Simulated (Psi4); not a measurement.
C4H4N (SMILES [c-]1cc[nH]c1), charge -1, singlet, at a GFN2-xTB geometry (a gas-phase anion, which may not be bound at this level). Base run: TPSS/6-31G run with Psi4 1.11.

Psi4 was given this input:
```
memory 2 GB

molecule {
-1 1
H    -0.02361208   -0.00903330    2.11033186
N    -0.01195216    0.01503237    1.09704447
C     0.01575145    1.13269334    0.24842767
C    -0.02097855   -1.08973227    0.28483805
C     0.02524534    0.80457479   -1.08776751
C     0.00064455   -0.64671222   -1.00864412
H     0.02635805    2.11162462    0.73353758
H    -0.04212282   -2.08743635    0.71986259
H    -0.00093481   -1.32532347   -1.86416783
}

set {
  basis 6-31g
}

energy('tpss')
print_variables()
```

Each row names what was changed in the base input (with any setting that the change needs).

```json
[
 {"change": "base", "ΔE vs base (eV)": "0.00", "point group used": "c1", "SCF cycles": "11"},
 {"change": "molecule keys = symmetry c1", "ΔE vs base (eV)": "0.00", "point group used": "c1", "SCF cycles": "11"},
 {"change": "molecule keys = symmetry c1, no_reorient, no_com", "ΔE vs base (eV)": "0.00", "point group used": "c1", "SCF cycles": "11"},
 {"change": "molecule keys = no_reorient", "ΔE vs base (eV)": "0.00", "point group used": "c1", "SCF cycles": "11"},
 {"change": "jitter_ang = 0.002", "ΔE vs base (eV)": "0.01", "point group used": "c1", "SCF cycles": "11"}
]
```

A gas-phase anion may not be bound at this level; its values then depend on the basis.
